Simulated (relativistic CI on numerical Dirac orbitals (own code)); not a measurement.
**Yb: computed level list**

Calculated at this level of theory: Dirac-Coulomb-Breit CI, KLI orbitals optimised for each configuration, QED by a radiative potential, valence Slater integrals scaled by 0.85, P86 correlation estimate, and configurations built on the next ion tied to the tabulated ionisation energy (semi-empirical) (own radial code, finite nucleus).

Configuration list (outside the closed core [Xe]): 4f14 6s2, 4f14 6s 6p, 4f13 6s2 5d, 4f14 6s 5d, 4f13 6s2 6p, 4f14 6s 7s, 4f14 6s 7p, 4f14 6s 6d, 4f13 6s 5d 6p, 4f14 6s 8s, 4f14 6p2, 4f14 6s 7d, 4f14 6s 6f, 4f14 6s 7f, 4f14 5d2, 4f14 6s 6g, 4f13 6s 6p2, 4f12 6s2 5d2, 4f13 6s2 7p, 4f14 5d 6p, 4f13 6s2 7s, 4f13 6s2 8s, 4f13 6s2 8p, 4f14 6s 5f. Levels of other configurations are missing.

```csv
No.,Configuration,Term,J,E (cm⁻¹),%,Next component (%),Landé g
1,4f14 6s2,1S,0,0.0,90,4 4f12 6s2 5d2 1S,
2,4f13 6s2 5d‡,3P°,2,7383.5,87,10 3D°,1.462
3,4f13 6s2 5d‡,3H°,5,9778.0,51,44 1H°,1.020
4,4f13 6s2 5d‡,3H°,6,10618.0,97,3 4f13 6s 6p2 3H°,1.166
5,4f13 6s2 5d‡,3D°,3,11239.3,68,26 3F°,1.253
6,4f13 6s2 5d‡,1D°,2,11822.9,53,29 3D°,1.021
7,4f13 6s2 5d‡,3P°,1,12156.3,64,16 1P°,1.256
8,4f13 6s2 5d‡,3F°,4,12244.7,58,28 3G°,1.157
9,4f13 6s2 6p‡,3D,3,12325.1,64,18 3F,1.257
10,4f13 6s2 6p‡,3G,4,12501.1,40,34 1G,1.063
11,4f13 6s2 5d‡,1G°,4,13366.3,44,30 3F°,1.066
12,4f13 6s2 5d‡,1F°,3,13596.8,45,24 3F°,1.060
13,4f13 6s2 5d‡,3G°,5,13830.5,84,10 1H°,1.176
14,4f13 6s2 6p‡,3G,5,15398.2,87,12 4f13 6s 5d 6p 3G,1.199
15,4f14 6s 6p,3P°,0,15425.8,98,1 4f13 6s2 5d 3P°,
16,4f13 6s2 6p‡,1D,2,15509.0,46,37 3D,1.058
17,4f14 6s 6p,3P°,1,16016.7,96,1 1P°,1.488
18,4f13 6s2 6p‡,1F,3,16038.7,43,22 3F,1.088
19,4f13 6s2 6p‡,3F,4,16242.8,70,16 1G,1.198
20,4f13 6s 5d 6p‡,5P,2,17127.8,46,42 5S,1.853
21,4f14 6s 6p,3P°,2,17514.4,98,1 4f14 5d 6p 3P°,1.501
22,4f13 6s2 5d‡,3P°,0,18525.1,96,3 4f13 6s 6p2 3P°,
23,4f13 6s 5d 6p‡,5P,3,19143.0,49,41 5D,1.559
24,4f13 6s2 5d‡,3H°,4,19735.3,83,11 1G°,0.829
25,4f13 6s 5d 6p‡,3I,5,20123.8,66,27 5I,0.866
26,4f13 6s 5d 6p‡,5P,1,20164.6,42,28 5D,1.871
27,4f13 6s2 5d‡,3P°,1,20590.5,29,24 4f14 6s 6p 1P°,1.067
28,4f13 6s 5d 6p‡,5I,6,20787.2,51,40 3I,1.063
29,4f13 6s 5d 6p‡,5D,2,20891.8,33,17 5S,1.426
30,4f13 6s2 5d‡,1D°,2,20945.3,43,27 3D°,0.999
```

Energies count from the lowest computed level; ° marks odd parity. ‡ marks configurations that were not tied to measured data.

The mean weight of the leading LS term, summed over parents, in these 30 levels is 64 %, and that of the leading jj configuration (from the same eigenvectors) 78 %, so jj coupling describes them better and the LS labels are nominal.

Configurations that consist of the next ion and one excited electron were tied to the tabulated ionisation energy; Rydberg ones are usually within 1,000 to 3,000 cm⁻¹ and the lowest ones within about 6,000 (9,000 in d shells), while levels on excited terms of the next ion carry the error of that term, and the other configurations can be misplaced by 10,000 cm⁻¹ or more. Rates follow the energies as ν³ (E1, M1) or ν⁵ (E2), so rates, branching and lifetimes can be off by large factors. The fine structure of a lone outer electron comes out too small, for d and f at times inverted, and misplaced configurations move strength between like terms. 19 of the 47 excited levels that our extract of the measured tables holds in this range could be paired (the sources list more); they are missed by 3434 cm⁻¹ on average and 19781 at most, and levels without a partner can miss by more.

LS names give the leading component of a level, which can be under half, so a name can repeat, a term be missing and a line seem to break the LS rules.
